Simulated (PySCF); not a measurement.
How methods differ on the excitation energy of N²⁺

N²⁺ [He] 2s2 2p1 (2P) → N²⁺ [He] 2s1 2p2 (4P), as a difference of total energies. All numbers are calculated (PySCF 2.14, the spin-free X2C one-electron Hamiltonian (Gaussian nucleus), in ANO-R3 (4s4p2d1f, 33 functions)). Correlated levels: valence: 1s2 frozen; valence and next inner shell: nothing frozen. The calculations carry no spin-orbit coupling.

| method | excitation energy (cm⁻¹) |
| --- | --- |
| UHF | 41685 |
| LDA | 52862 |
| PBE | 53487 |
| PBE0 | 52464 |
| r2SCAN | 47157 |
| B3LYP | 56512 |
| M06 | 54748 |
| TPSS | 55556 |
| B97-3 | 55750 |
| MP2 (valence) | 51527 |
| SCS-MP2 (valence) | 55176 |
| MP2 (valence and next inner shell) | 51634 |
| SCS-MP2 (valence and next inner shell) | 55279 |
